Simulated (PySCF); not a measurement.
Correlation energy of Te²⁺ (tellurium, charge +2)

[Kr] 4d10 5s2 5p2, high-spin 3P determinant. All numbers are calculated (PySCF 2.14, scalar relativity through the core potential, in aug-cc-pVQZ-PP with ECP28MDF). Frozen: 4s2 4p6 4d10; 4 electrons correlated.

| level | correlation energy (mhartree) |
| --- | --- |
| CCSD | -64.36 |
| (T) | -1.50 |
| CCSD(T) | -65.86 |

Diagnostics: T1 = 0.0067, D1 = 0.0172, largest double amplitude 0.091.

Is a single reference adequate?

Mostly. T1 lies below 0.03, but a double amplitude of this size points to a near-degeneracy that CCSD handles and MP2 describes poorly.
